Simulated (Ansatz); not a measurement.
Reaction R1 + R2 → P1 + P2, each structure at its B3LYP-D3(BJ)/def2-TZVP stationary point, reached from a drawn start (curvature not checked).
P1: H atom, charge 0, multiplicity 2.
R1: H2 (SMILES [H][H]), charge 0, multiplicity 1.
P2: H2O (SMILES O), charge 0, multiplicity 1.
R2, OH (SMILES [OH]) (charge 0, multiplicity 2, Z-matrix in Å and degrees):
```
O
H 1 0.9767
```

P less R. No zero-point or thermal terms; singlets are restricted closed shells; open shells are unrestricted; no spin–orbit coupling.

The values were computed with Ansatz (Gaussian orbitals). All values are computed, each at the level named.

One of these levels gives -52.6 kJ/mol for the reaction energy. Which one is it?
A. CAM-B3LYP/def2-TZVPPD
B. PBE/def2-TZVPPD
C. B3LYP/def2-TZVPPD
D. HF/aug-cc-pVDZ

C, B3LYP/def2-TZVPPD. The others give -21.5 (HF/aug-cc-pVDZ), -82.7 (PBE/def2-TZVPPD), -60.5 (CAM-B3LYP/def2-TZVPPD)

Ansatz is a quantum-chemistry and plane-wave program.
